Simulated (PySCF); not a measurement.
Cl3HHfS, SMILES [Hf]([Cl])([Cl])([SH])[Cl], multiplicity 1.

The structure is a stationary point at PBE-D3(BJ)/def2-SVP. The spin state was assumed, not searched. The structure was generated by enumeration; whether it is a known compound was not checked. The def2 effective core potentials stand for the cores of Hf; spin–orbit coupling is left out. The values are those of a single conformer.

Method: PBE-D3(BJ)/def2-SVP (PySCF).

Frequencies are harmonic and unscaled.

Computed normal modes with their intensities:
```csv
mode,ν (cm⁻¹),IR (km/mol),moving atoms (share of kinetic energy)
1,74,9.0,"Cl 74 %, H 20 %"
2,83,1.1,"Cl 58 %, S 25 %, Hf 16 %"
3,91,2.2,"Cl 71 %, Hf 18 %, S 10 %"
4,95,0.3,"S 42 %, Cl 38 %, Hf 16 %"
5,97,1.7,"Cl 70 %, S 21 %"
6,142,19.8,"H 74 %, Cl 16 %, S 10 %"
7,350,15.9,"S 68 %, Cl 11 %, Hf 11 %, H 10 %"
8,368,28.3,"Cl 86 %, Hf 10 %"
9,381,60.6,"Cl 77 %, Hf 23 %"
10,386,70.3,"Cl 73 %, Hf 23 %"
11,486,20.8,"H 84 %, S 12 %"
12,2586,4.2,H 97 %
```
